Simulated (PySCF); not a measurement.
C4H5, SMILES [CH]=CC=C, multiplicity 2.

Geometry: B3LYP-D3(BJ)/def2-SVP. The isomer is the one that the SMILES or the coordinates give; other isomers of the formula were not compared. The values are those of a single conformer.

These are B3LYP-D3(BJ)/def2-SVP run with PySCF values and carry that method's errors.

No scaling factor is applied to the harmonic values.

Problem. List the normal modes with their intensities. (An estimate is asked for; the answer gives what the named calculation found.)

Solution. 
```csv
mode,ν (cm⁻¹),IR (km/mol),moving atoms (share of kinetic energy)
1,170,0.2,"C 68 %, H 32 %"
2,292,0.6,"C 61 %, H 39 %"
3,485,2.3,"C 63 %, H 37 %"
4,584,0.0,"H 82 %, C 18 %"
5,729,40.8,"H 63 %, C 37 %"
6,838,38.4,"H 59 %, C 41 %"
7,902,5.9,"H 75 %, C 25 %"
8,934,4.9,"H 63 %, C 37 %"
9,936,50.9,"H 68 %, C 32 %"
10,1029,18.7,"H 90 %, C 10 %"
11,1158,0.3,"C 62 %, H 38 %"
12,1241,1.5,"H 86 %, C 14 %"
13,1304,1.4,"H 76 %, C 24 %"
14,1421,2.0,"H 82 %, C 18 %"
15,1641,4.6,"C 92 %, H 8 %"
16,1689,6.1,"C 86 %, H 14 %"
17,3094,4.3,H 92 %
18,3137,5.8,H 95 %
19,3155,7.3,"H 91 %, C 9 %"
20,3237,1.0,"H 91 %, C 9 %"
21,3238,7.2,"H 89 %, C 11 %"
```
